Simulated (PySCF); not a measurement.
Cl3Hf, doublet, at a GFN2-xTB geometry (such geometries of metal compounds can be far from the true shape) (the multiplicity is a formal guess) (core potentials on Hf), with bond 3-1 at 1.8 times its length; B3LYP/def2-SV(P) (PySCF).

The PySCF input:
```python
from pyscf import gto, scf, dft

mol = gto.M(
    atom='''
Hf    0.010519    0.029146    0.019842
Cl    2.090261   -0.419428   -0.588395
Cl   -1.555795   -1.776323    3.205999
Cl   -1.275159    1.269880   -1.285572
''',
    basis='def2-sv(p)',
    ecp={'Hf': 'def2-sv(p)'},
    charge=0,
    spin=1,
    verbose=4,
)

mf = dft.UKS(mol)
mf.xc = 'b3lyp'
mf.kernel()
mo_i, mo_e, stable_i, stable_e = mf.stability(internal=True, external=False, return_status=True, nroots=6, tol=1e-6)
print('internally stable:', stable_i, ' externally stable:', stable_e)
if not stable_i:
    umf = mf.copy()
    umf.scf_summary = {}
    umf.kernel(umf.make_rdm1(mo_i, mf.mo_occ))
```

Q: Write the output that PySCF gives for this input, abridged.

A: 
```
PySCF version 2.14.0

[INPUT] verbose = 4
[INPUT] num. atoms = 4
[INPUT] num. electrons = 63
[INPUT] charge = 0
[INPUT] spin (= nelec alpha-beta = 2S) = 1
[INPUT] symmetry False subgroup None
[INPUT] Mole.unit = angstrom
[INPUT] Symbol           X                Y                Z      unit          X                Y                Z       unit  Magmom
[INPUT]  1 Hf     0.010519000000   0.029146000000   0.019842000000 AA    0.019878029104   0.055077957627   0.037495945764 Bohr   0.0
[INPUT]  2 Cl     2.090261000000  -0.419428000000  -0.588395000000 AA    3.950020818859  -0.792604048974  -1.111905403063 Bohr   0.0
[INPUT]  3 Cl    -1.555795000000  -1.776323000000   3.205999000000 AA   -2.940026455968  -3.356763978766   6.058460065629 Bohr   0.0
[INPUT]  4 Cl    -1.275159000000   1.269880000000  -1.285572000000 AA   -2.409701275274   2.399725411063  -2.429378993409 Bohr   0.0

nuclear repulsion = 220.891021208013
number of shells = 35
number of NR pGTOs = 158
number of NR cGTOs = 79
basis = def2-sv(p)
ecp = {'Hf': 'def2-sv(p)'}

******** <class 'pyscf.dft.uks.UKS'> ********
method = UKS
initial guess = minao
damping factor = 0
level_shift factor = 0
DIIS = <class 'pyscf.scf.diis.CDIIS'>
diis_start_cycle = 1
diis_space = 8
diis_damp = 0
SCF conv_tol = 1e-09
SCF conv_tol_grad = None
SCF max_cycles = 50
direct_scf = True
direct_scf_tol = 1e-13
number electrons alpha = 32  beta = 31
XC library pyscf.dft.libxc version 7.1.2
    S. Lehtola, C. Steigemann, M. J. T. Oliveira, and M. A. L. Marques,  SoftwareX 7, 1–5 (2018)
XC functionals = b3lyp
    P. J. Stephens, F. J. Devlin, C. F. Chabalowski, and M. J. Frisch,  J. Phys. Chem. 98, 11623 (1994)
radial grids:
    Treutler-Ahlrichs [JCP 102, 346 (1995); DOI:10.1063/1.469408] (M4) radial grids

becke partition: Becke, JCP 88, 2547 (1988); DOI:10.1063/1.454033
pruning grids: <function nwchem_prune>
grids dens level: 3
symmetrized grids: False
atomic radii adjust function: <function treutler_atomic_radii_adjust>
small_rho_cutoff = 0
Set gradient conv threshold to 3.16228e-05
tot grids = 80432
init E= -1415.78041834335

cycle= 1 E= -1428.15750702871  delta_E= -12.4  |g|= 0.42  |ddm|= 5.21
cycle= 2 E= -1422.75105609317  delta_E= 5.41  |g|= 2.04  |ddm|=  2.9
cycle= 3 E= -1428.15909632972  delta_E= -5.41  |g|= 0.422  |ddm|= 2.56
cycle= 4 E= -1428.21413187376  delta_E= -0.055  |g|= 0.301  |ddm|= 0.957
cycle= 5 E= -1428.26422619645  delta_E= -0.0501  |g|= 0.143  |ddm|= 0.203
cycle= 6 E= -1428.28222112312  delta_E= -0.018  |g|= 0.0462  |ddm|= 0.199
cycle= 7 E= -1428.28375782009  delta_E= -0.00154  |g|= 0.0182  |ddm|= 0.117
cycle= 8 E= -1428.28412116056  delta_E= -0.000363  |g|= 0.00324  |ddm|= 0.0353
cycle= 9 E= -1428.28417835135  delta_E= -5.72e-05  |g|= 0.00164  |ddm|= 0.0253
cycle= 10 E= -1428.28421746676  delta_E= -3.91e-05  |g|= 0.00214  |ddm|= 0.0282
cycle= 11 E= -1428.28424616253  delta_E= -2.87e-05  |g|= 0.00123  |ddm|= 0.0248
cycle= 12 E= -1428.28426424481  delta_E= -1.81e-05  |g|= 0.000596  |ddm|= 0.03
cycle= 13 E= -1428.28426643114  delta_E= -2.19e-06  |g|= 0.000301  |ddm|= 0.011
cycle= 14 E= -1428.28426660013  delta_E= -1.69e-07  |g|= 5.87e-05  |ddm|= 0.00192
cycle= 15 E= -1428.28426660855  delta_E= -8.42e-09  |g|= 3.27e-05  |ddm|= 0.000541
cycle= 16 E= -1428.28426661113  delta_E= -2.58e-09  |g|= 1.31e-05  |ddm|= 0.000185
cycle= 17 E= -1428.28426661162  delta_E= -4.93e-10  |g|= 1.16e-05  |ddm|= 0.000106
Extra cycle  E= -1428.28426661112  delta_E= 5.01e-10  |g|= 3.03e-05  |ddm|= 8.79e-05
converged SCF energy = -1428.28426661112  <S^2> = 0.80673329  2S+1 = 2.0559507
uhf_internal: lowest eigs of H = [0.03219735 0.03709763 0.0410848  0.05894026 0.09522351 0.10029576]
<class 'pyscf.dft.uks.UKS'> wavefunction is stable in the internal stability analysis
internally stable: True  externally stable: None
```
